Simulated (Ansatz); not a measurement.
Molecule (SMILES): [Ge][Cl] (Cl-Ge), doublet.
Atoms: Ge1, Cl2. Bonds: Ge1-Cl2.

Basis-set convergence of the highest harmonic wavenumber at PBE with Ansatz (a quantum-chemistry and plane-wave program). Each level at its own minimum, finite differences of forces, unscaled; the reference is a large set that could be run, not a limit. Cartesian d functions, on some or all atoms, in 3-21G, 6-311G**; all else is spherical. The program fits the integrals of some runs and decomposes those of others, by size. Open shells are unrestricted. No added dispersion term, no relativity. Reference: the value in pcseg-3, 387 cm⁻¹.

```
basis            functions  highest harmonic wavenumber (cm⁻¹)
---------------  ---------  ----------------------------------
pcseg-0                 35                                   …
3-21G                   36                                 381
cc-pV(D+d)Z             50                                 388
aug-pcseg-1             63                                 378
aug-cc-pV(D+d)Z         68                                 382
6-311G**                71                                 378
pcseg-2                 77                                 386
cc-pV(T+d)Z             82                                 389
def2-TZVPP              90                                   …
def2-TZVPD             100                                 389
def2-TZVPPD            105                                 389
aug-pcseg-2            109                                 386
pcseg-3                132                                 387
```

Question: Complete the blanks.

Answer: 
- pcseg-0, highest harmonic wavenumber (cm⁻¹): 359
- def2-TZVPP, highest harmonic wavenumber (cm⁻¹): 392
